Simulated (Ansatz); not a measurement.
# Molecular dynamics of AlCl₂H₄Si

Input:

```yaml
crystal:
  periodic: [false, false, false]
  atoms:
    - { symbol: Al, position_ang: [0.00026, 3.1e-05, -0.114877] }
    - { symbol: H, position_ang: [0.001776, -0.000235, 1.538603] }
    - { symbol: Cl, position_ang: [1.799716, 0.000143, -1.196583] }
    - { symbol: Cl, position_ang: [-1.801159, 0.000174, -1.193348] }
    - { symbol: Si, position_ang: [0.001085, -0.000226, 3.72726] }
    - { symbol: H, position_ang: [-0.766171, -1.192196, 4.1853] }
    - { symbol: H, position_ang: [1.414893, -0.066786, 4.191394] }
    - { symbol: H, position_ang: [-0.650401, 1.259095, 4.184448] }
magnetization:
  spin_polarized: true
  initial_magnetization: 1
basis:
  gaussian: { orbitals: "6-31G*" }
hamiltonian:
  xc: pbe0
  dispersion: d4
md:
  timestep: 0.5
  n_steps: 200
  ensemble: nve
  temperature: 300.0
  initial_velocities: maxwell_boltzmann
  seed: 4332
```

Run as:

```bash
$ ansatz run input.yaml --threads 2 --pin off --max-ram 3072MiB --backend cpu --events-out ev --progress --plain --runs-dir out
```

It starts at the highest image of a converged band. Of that band: A vibrational analysis at the climbing image gives 2 clearly imaginary modes (163i, 53i cm⁻¹): a point of higher order. A lower path may pass nearby, or the ends, which weren't checked, may share the extra mode.

Output, in part (one step line in 3, the closing report, with atoms numbered from 0):

```
md step     0: t =     0.00 fs  T =   300.0 K  F+E_penalty+E_count = -39570.18536163 eV  E_kin = 0.232668 eV  conserved = -39569.95269363 eV  (26 SCF iters)
md step     3: t =     1.50 fs  T =   267.7 K  F+E_penalty+E_count = -39570.16004795 eV  E_kin = 0.207618 eV  conserved = -39569.95242989 eV  (25 SCF iters)
md step     6: t =     3.00 fs  T =   209.1 K  F+E_penalty+E_count = -39570.11421268 eV  E_kin = 0.162137 eV  conserved = -39569.95207528 eV  (25 SCF iters)
md step     9: t =     4.50 fs  T =   183.7 K  F+E_penalty+E_count = -39570.09442685 eV  E_kin = 0.142441 eV  conserved = -39569.95198565 eV  (24 SCF iters)
md step    12: t =     6.00 fs  T =   207.1 K  F+E_penalty+E_count = -39570.11286271 eV  E_kin = 0.160637 eV  conserved = -39569.95222535 eV  (25 SCF iters)
md step    15: t =     7.50 fs  T =   238.6 K  F+E_penalty+E_count = -39570.13758728 eV  E_kin = 0.185013 eV  conserved = -39569.95257387 eV  (25 SCF iters)
md step    18: t =     9.00 fs  T =   223.0 K  F+E_penalty+E_count = -39570.12549335 eV  E_kin = 0.172942 eV  conserved = -39569.95255102 eV  (25 SCF iters)
md step    21: t =    10.50 fs  T =   169.7 K  F+E_penalty+E_count = -39570.08366790 eV  E_kin = 0.131627 eV  conserved = -39569.95204109 eV  (25 SCF iters)
md step    24: t =    12.00 fs  T =   158.7 K  F+E_penalty+E_count = -39570.07499517 eV  E_kin = 0.123097 eV  conserved = -39569.95189779 eV  (25 SCF iters)
md step    27: t =    13.50 fs  T =   210.9 K  F+E_penalty+E_count = -39570.11596338 eV  E_kin = 0.163547 eV  conserved = -39569.95241661 eV  (25 SCF iters)
md step    30: t =    15.00 fs  T =   247.1 K  F+E_penalty+E_count = -39570.14434478 eV  E_kin = 0.191671 eV  conserved = -39569.95267377 eV  (25 SCF iters)
md step    33: t =    16.50 fs  T =   222.0 K  F+E_penalty+E_count = -39570.12460658 eV  E_kin = 0.172207 eV  conserved = -39569.95240008 eV  (25 SCF iters)
md step    36: t =    18.00 fs  T =   176.0 K  F+E_penalty+E_count = -39570.08857052 eV  E_kin = 0.136508 eV  conserved = -39569.95206222 eV  (26 SCF iters)
md step    39: t =    19.50 fs  T =   165.7 K  F+E_penalty+E_count = -39570.08051436 eV  E_kin = 0.128511 eV  conserved = -39569.95200373 eV  (25 SCF iters)
md step    42: t =    21.00 fs  T =   201.4 K  F+E_penalty+E_count = -39570.10843760 eV  E_kin = 0.156168 eV  conserved = -39569.95226935 eV  (25 SCF iters)
md step    45: t =    22.50 fs  T =   237.9 K  F+E_penalty+E_count = -39570.13709304 eV  E_kin = 0.184474 eV  conserved = -39569.95261911 eV  (26 SCF iters)
md step    48: t =    24.00 fs  T =   220.4 K  F+E_penalty+E_count = -39570.12350142 eV  E_kin = 0.170932 eV  conserved = -39569.95256985 eV  (26 SCF iters)
md step    51: t =    25.50 fs  T =   163.0 K  F+E_penalty+E_count = -39570.07842628 eV  E_kin = 0.126385 eV  conserved = -39569.95204165 eV  (26 SCF iters)
md step    54: t =    27.00 fs  T =   148.9 K  F+E_penalty+E_count = -39570.06735400 eV  E_kin = 0.115450 eV  conserved = -39569.95190377 eV  (25 SCF iters)
md step    57: t =    28.50 fs  T =   199.0 K  F+E_penalty+E_count = -39570.10670945 eV  E_kin = 0.154306 eV  conserved = -39569.95240375 eV  (27 SCF iters)
md step    60: t =    30.00 fs  T =   236.4 K  F+E_penalty+E_count = -39570.13597827 eV  E_kin = 0.183332 eV  conserved = -39569.95264584 eV  (26 SCF iters)
md step    63: t =    31.50 fs  T =   217.0 K  F+E_penalty+E_count = -39570.12070837 eV  E_kin = 0.168318 eV  conserved = -39569.95239046 eV  (26 SCF iters)
md step    66: t =    33.00 fs  T =   177.9 K  F+E_penalty+E_count = -39570.09004146 eV  E_kin = 0.137967 eV  conserved = -39569.95207435 eV  (26 SCF iters)
md step    69: t =    34.50 fs  T =   171.7 K  F+E_penalty+E_count = -39570.08519942 eV  E_kin = 0.133180 eV  conserved = -39569.95201904 eV  (25 SCF iters)
md step    72: t =    36.00 fs  T =   208.1 K  F+E_penalty+E_count = -39570.11365751 eV  E_kin = 0.161383 eV  conserved = -39569.95227427 eV  (25 SCF iters)
md step    75: t =    37.50 fs  T =   243.7 K  F+E_penalty+E_count = -39570.14158275 eV  E_kin = 0.188965 eV  conserved = -39569.95261751 eV  (26 SCF iters)
md step    78: t =    39.00 fs  T =   224.7 K  F+E_penalty+E_count = -39570.12682546 eV  E_kin = 0.174243 eV  conserved = -39569.95258243 eV  (26 SCF iters)
md step    81: t =    40.50 fs  T =   162.9 K  F+E_penalty+E_count = -39570.07840757 eV  E_kin = 0.126334 eV  conserved = -39569.95207407 eV  (25 SCF iters)
md step    84: t =    42.00 fs  T =   139.0 K  F+E_penalty+E_count = -39570.05968775 eV  E_kin = 0.107769 eV  conserved = -39569.95191906 eV  (24 SCF iters)
md step    87: t =    43.50 fs  T =   176.6 K  F+E_penalty+E_count = -39570.08935103 eV  E_kin = 0.136967 eV  conserved = -39569.95238364 eV  (24 SCF iters)
md step    90: t =    45.00 fs  T =   204.8 K  F+E_penalty+E_count = -39570.11142841 eV  E_kin = 0.158810 eV  conserved = -39569.95261836 eV  (24 SCF iters)
md step    93: t =    46.50 fs  T =   181.1 K  F+E_penalty+E_count = -39570.09282369 eV  E_kin = 0.140454 eV  conserved = -39569.95236980 eV  (25 SCF iters)
md step    96: t =    48.00 fs  T =   141.8 K  F+E_penalty+E_count = -39570.06200815 eV  E_kin = 0.109958 eV  conserved = -39569.95205032 eV  (25 SCF iters)
md step    99: t =    49.50 fs  T =   139.9 K  F+E_penalty+E_count = -39570.06048105 eV  E_kin = 0.108496 eV  conserved = -39569.95198544 eV  (25 SCF iters)
md step   102: t =    51.00 fs  T =   186.4 K  F+E_penalty+E_count = -39570.09682379 eV  E_kin = 0.144585 eV  conserved = -39569.95223857 eV  (25 SCF iters)
md step   105: t =    52.50 fs  T =   238.2 K  F+E_penalty+E_count = -39570.13733218 eV  E_kin = 0.184734 eV  conserved = -39569.95259779 eV  (26 SCF iters)
md step   108: t =    54.00 fs  T =   238.4 K  F+E_penalty+E_count = -39570.13747050 eV  E_kin = 0.184871 eV  conserved = -39569.95259941 eV  (26 SCF iters)
md step   111: t =    55.50 fs  T =   191.9 K  F+E_penalty+E_count = -39570.10095805 eV  E_kin = 0.148821 eV  conserved = -39569.95213669 eV  (28 SCF iters)
md step   114: t =    57.00 fs  T =   171.6 K  F+E_penalty+E_count = -39570.08507011 eV  E_kin = 0.133079 eV  conserved = -39569.95199100 eV  (24 SCF iters)
md step   117: t =    58.50 fs  T =   200.1 K  F+E_penalty+E_count = -39570.10761939 eV  E_kin = 0.155216 eV  conserved = -39569.95240370 eV  (25 SCF iters)
md step   120: t =    60.00 fs  T =   215.0 K  F+E_penalty+E_count = -39570.11932907 eV  E_kin = 0.166740 eV  conserved = -39569.95258944 eV  (26 SCF iters)
md step   123: t =    61.50 fs  T =   182.1 K  F+E_penalty+E_count = -39570.09360534 eV  E_kin = 0.141264 eV  conserved = -39569.95234112 eV  (26 SCF iters)
md step   126: t =    63.00 fs  T =   138.1 K  F+E_penalty+E_count = -39570.05918100 eV  E_kin = 0.107133 eV  conserved = -39569.95204772 eV  (25 SCF iters)
md step   129: t =    64.50 fs  T =   131.9 K  F+E_penalty+E_count = -39570.05427811 eV  E_kin = 0.102283 eV  conserved = -39569.95199527 eV  (24 SCF iters)
md step   132: t =    66.00 fs  T =   172.2 K  F+E_penalty+E_count = -39570.08577931 eV  E_kin = 0.133547 eV  conserved = -39569.95223201 eV  (25 SCF iters)
md step   135: t =    67.50 fs  T =   218.7 K  F+E_penalty+E_count = -39570.12216404 eV  E_kin = 0.169607 eV  conserved = -39569.95255731 eV  (26 SCF iters)
md step   138: t =    69.00 fs  T =   220.3 K  F+E_penalty+E_count = -39570.12337224 eV  E_kin = 0.170831 eV  conserved = -39569.95254155 eV  (26 SCF iters)
md step   141: t =    70.50 fs  T =   184.5 K  F+E_penalty+E_count = -39570.09518365 eV  E_kin = 0.143078 eV  conserved = -39569.95210614 eV  (25 SCF iters)
md step   144: t =    72.00 fs  T =   179.7 K  F+E_penalty+E_count = -39570.09137661 eV  E_kin = 0.139383 eV  conserved = -39569.95199324 eV  (25 SCF iters)
md step   147: t =    73.50 fs  T =   223.1 K  F+E_penalty+E_count = -39570.12545384 eV  E_kin = 0.173043 eV  conserved = -39569.95241124 eV  (25 SCF iters)
md step   150: t =    75.00 fs  T =   250.3 K  F+E_penalty+E_count = -39570.14674366 eV  E_kin = 0.194127 eV  conserved = -39569.95261710 eV  (26 SCF iters)
md step   153: t =    76.50 fs  T =   224.1 K  F+E_penalty+E_count = -39570.12622947 eV  E_kin = 0.173839 eV  conserved = -39569.95239074 eV  (26 SCF iters)
md step   156: t =    78.00 fs  T =   178.2 K  F+E_penalty+E_count = -39570.09025450 eV  E_kin = 0.138172 eV  conserved = -39569.95208277 eV  (29 SCF iters)
md step   159: t =    79.50 fs  T =   163.9 K  F+E_penalty+E_count = -39570.07907771 eV  E_kin = 0.127087 eV  conserved = -39569.95199040 eV  (25 SCF iters)
md step   162: t =    81.00 fs  T =   197.0 K  F+E_penalty+E_count = -39570.10496611 eV  E_kin = 0.152769 eV  conserved = -39569.95219738 eV  (25 SCF iters)
md step   165: t =    82.50 fs  T =   242.5 K  F+E_penalty+E_count = -39570.14057202 eV  E_kin = 0.188049 eV  conserved = -39569.95252254 eV  (26 SCF iters)
md step   168: t =    84.00 fs  T =   249.6 K  F+E_penalty+E_count = -39570.14607816 eV  E_kin = 0.193547 eV  conserved = -39569.95253139 eV  (26 SCF iters)
md step   171: t =    85.50 fs  T =   221.7 K  F+E_penalty+E_count = -39570.12406218 eV  E_kin = 0.171935 eV  conserved = -39569.95212675 eV  (25 SCF iters)
md step   174: t =    87.00 fs  T =   222.0 K  F+E_penalty+E_count = -39570.12422655 eV  E_kin = 0.172202 eV  conserved = -39569.95202495 eV  (25 SCF iters)
md step   177: t =    88.50 fs  T =   265.7 K  F+E_penalty+E_count = -39570.15845978 eV  E_kin = 0.206030 eV  conserved = -39569.95242985 eV  (25 SCF iters)
md step   180: t =    90.00 fs  T =   290.1 K  F+E_penalty+E_count = -39570.17764353 eV  E_kin = 0.225021 eV  conserved = -39569.95262264 eV  (26 SCF iters)
md step   183: t =    91.50 fs  T =   260.7 K  F+E_penalty+E_count = -39570.15461494 eV  E_kin = 0.202217 eV  conserved = -39569.95239748 eV  (26 SCF iters)
md step   186: t =    93.00 fs  T =   211.1 K  F+E_penalty+E_count = -39570.11582258 eV  E_kin = 0.163721 eV  conserved = -39569.95210120 eV  (25 SCF iters)
md step   189: t =    94.50 fs  T =   191.0 K  F+E_penalty+E_count = -39570.10013206 eV  E_kin = 0.148108 eV  conserved = -39569.95202378 eV  (25 SCF iters)
md step   192: t =    96.00 fs  T =   213.6 K  F+E_penalty+E_count = -39570.11789877 eV  E_kin = 0.165662 eV  conserved = -39569.95223720 eV  (26 SCF iters)
md step   195: t =    97.50 fs  T =   243.2 K  F+E_penalty+E_count = -39570.14113190 eV  E_kin = 0.188588 eV  conserved = -39569.95254373 eV  (26 SCF iters)
md step   198: t =    99.00 fs  T =   232.3 K  F+E_penalty+E_count = -39570.13268869 eV  E_kin = 0.180179 eV  conserved = -39569.95250934 eV  (26 SCF iters)
md step   200: t =   100.00 fs  T =   204.6 K  F+E_penalty+E_count = -39570.11093288 eV  E_kin = 0.158713 eV  conserved = -39569.95221989 eV  (27 SCF iters)
Total energy: -39570.11096924 eV, -1454.1747565351 hartree
Atom 0 at     0.242766     0.160062    -0.134679 Å, force    -0.897334    -0.148779    -0.705343 eV/Å
Atom 1 at     0.478885     0.483426     1.367737 Å, force     0.048339     0.079236     0.336602 eV/Å
Atom 2 at     1.841782    -0.060519    -1.456559 Å, force     0.005107    -0.023494    -0.082024 eV/Å
Atom 3 at    -1.775944    -0.055791    -0.858553 Å, force     0.895091     0.082740     0.295762 eV/Å
Atom 4 at    -0.305420     0.005738     3.678347 Å, force     1.160365     0.743464     0.075380 eV/Å
Atom 5 at    -0.985062    -1.122734     3.103288 Å, force    -0.706959    -0.786261    -0.251455 eV/Å
Atom 6 at     1.080541    -0.390135     4.058730 Å, force     0.025443    -0.026767    -0.109197 eV/Å
Atom 7 at    -0.891852     0.681125     4.831560 Å, force    -0.530052     0.079861     0.440274 eV/Å
Dipole moment:     0.073024     0.068110     0.250163 e Å
```

All steps were run. The conserved energy stayed within 0.11 meV per atom of its start (net change 0.059 meV per atom), so the integration is sound. A run of 0.1 ps of so small a system gives no equilibrium averages.

Between its relaxed ends the band would form H2–Si5 and break Al1–H2. These pairs go: H2–Si5 2.19 → 2.49 Å, Al1–H2 1.65 → 1.55 Å. In the last frame they stand as before the step (other bonds may differ from the relaxed reactants and products). It ends as AlCl2H + H3Si. Pairs count as bonded within 1.25 times the sum of covalent radii (0.12 Å more for H–H).

Last frame:

```xyz
8
Properties=species:S:1:pos:R:3
Al 0.243 0.160 -0.135
H 0.479 0.483 1.368
Cl 1.842 -0.060 -1.457
Cl -1.776 -0.056 -0.859
Si -0.305 0.006 3.678
H -0.985 -1.123 3.103
H 1.081 -0.390 4.059
H -0.892 0.681 4.832
```

The run took 12 min on 2 threads of Intel(R) Xeon(R) Platinum 8375C CPU @ 2.90GHz (Ice Lake), with other jobs on the host, peak memory 0.28 GiB.
